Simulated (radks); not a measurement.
The numbers below are computed, except where a source is named.
Q: Code: a radial shooting solver on a logarithmic mesh with Libxc functionals. Model: scalar-relativistic Kohn-Sham, PBE, spin-polarised, spherical densities, finite nucleus; open shells are filled with parallel spins first (spin-orbit coupling, left out, can overturn this in heavy ions); Fermi nuclear charge, rms radius of each element as measured or else 0.836 A^(1/3) + 0.57 fm. Response by self-consistent Sternheimer equations with the Hartree and adiabatic LDA kernel, the relativistic mass of each level held fixed and spin-orbit coupling left out. For heavy and open-shell atoms this level of theory can miss by tens of per cent. Rank Os, Gd3+, Pt, Zr, Si+, Ho2+, S+, Ru (NIST ground configurations) by static dipole polarisability, largest first.

A: Zr 115.9, Ru 59.32, Os 53.66, Pt 39.07, Si+ 18.90, S+ 10.91, Ho2+ 8.987, Gd3+ 5.803 bohr^3.
